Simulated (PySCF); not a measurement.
# Calculated NMR parameters of COB1OBOBO1

| Item | Value |
| --- | --- |
| Formula | CH5B3O4 |
| SMILES | COB1OBOBO1 |
| InChI | InChI=1S/CH5B3O4/c1-5-4-7-2-6-3-8-4/h2-3H,1H3 |
| Point group of the computed structure | C1 |
| Carbon signals | 1 |
| Proton signals | 2 |

Structure with atom numbers: `[CH3:1][O:2][B:3]1[O:4][BH:5][O:6][BH:7][O:8]1`. Each H is labelled by its parent atom.

- shieldings: GIAO PBE0/pcSseg-1
- spin–spin couplings from B3LYP/pcJ-1 (spin–dipole term only in couplings to heteroatoms)
- structure optimised with PBE0-D3(BJ)/def2-SVP
- code: PySCF 2.14.0 with density-fitted response routines
- gas phase, a single conformation, non-relativistic Hamiltonian, equivalent nuclei averaged

Shifts are taken against calculated references (same method and geometry level): ¹H (σref 31.27) and ¹³C (σref 184.41) against TMS; ¹¹B (σref 100.73) vs BF3·OEt2; ¹⁷O (σref 334.56) against H2O.

| carbon | δC, type | δH (multiplicity, J in Hz) | HMBC from (abs. J ≥ 3 Hz) | span of the C tensor (ppm) |
| --- | --- | --- | --- | --- |
| C1 | 52.3, CH3 | 3.90 (s) | – | 80 |

Other nuclei:
```json
{"atoms": "H(B5)/H(B7)", "nucleus": "¹H", "environment": "hydrogen on a boron bonded to 2 O, in a 6-membered ring", "δ (ppm)": "4.53", "σ (ppm)": "26.74"}
{"atoms": "B5/B7", "nucleus": "¹¹B", "environment": "boron bonded to 2 O, H, in a 6-membered ring", "δ (ppm)": "27.3", "σ (ppm)": "73.5"}
{"atoms": "B3", "nucleus": "¹¹B", "environment": "boron bonded to 3 O, in a 6-membered ring", "δ (ppm)": "16.4", "σ (ppm)": "84.3"}
{"atoms": "O6", "nucleus": "¹⁷O", "environment": "oxygen bonded to 2 B, in a 6-membered ring", "δ (ppm)": "218.7", "σ (ppm)": "115.9"}
{"atoms": "O4/O8", "nucleus": "¹⁷O", "environment": "oxygen bonded to 2 B, in a 6-membered ring", "δ (ppm)": "185.7", "σ (ppm)": "148.8"}
{"atoms": "O2", "nucleus": "¹⁷O", "environment": "oxygen bonded to C, B", "δ (ppm)": "81.6", "σ (ppm)": "253.0"}
```

Selected couplings (Hz, signed; the shortest-range and largest first, 30 at most; isotopes ¹¹B, ¹H, ¹³C): ¹J(B5,H(B5)) 196.5, ¹J(C1,H(C1)) 149.6, ³J(B3,H(B5)) 4.1, ³J(B5,H(B7)) 3.5, ³J(B3,H(C1)) 3.2.

- δH 4.53: hydrogen on a boron bonded to 2 O, in a 6-membered ring.
- δH 3.90: hydrogen on a methyl carbon bonded to O; its carbon carries O, which withdraws density.

Hydrogens on boron are broadened and split by ¹¹B (spin 3/2, 80 %) and 10B (spin 3). Shifts are as computed. Against solution values, carbons near 30 ppm lie about +2 ppm off and those near 130 ppm about +5 ppm. Of 1313 compounds with measured shifts, 239 miss one by over three times the rms of a fit or turn the order of signals round; such compounds aren't used in these exercises. Experimental scales use liquid or dissolved standards, which lie at an offset from isolated H2O (liquid H2O: subtract about 36 ppm).
